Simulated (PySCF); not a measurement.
Computed with PBE-D3(BJ)/def2-TZVP // B3LYP-D3(BJ)/def2-TZVP (PySCF). Isolated molecules, 0 K electronic values unless said otherwise. Excitations are Tamm–Dancoff values on a coarser integration grid. The basis has no diffuse functions, so Rydberg states are missing or too high.

Reference species (SMILES): `[I][Al]([I])[I]` (neutral, multiplicity 1).

* **S1–T1 gap (TDA)**: 0.24 eV
* **T1 excitation (TDA)**: 3.76 eV

Changed species: `[I][AlH][I]` (1 of 3 I replaced by H; the reference has 0 of 3 I replaced by H).

Predict the effect on the S1–T1 gap (TDA) and T1 excitation (TDA).

the S1–T1 gap (TDA) falls by 0.13 eV, to 0.11 eV; the T1 excitation (TDA) rises by 0.22 eV, to 3.98 eV.
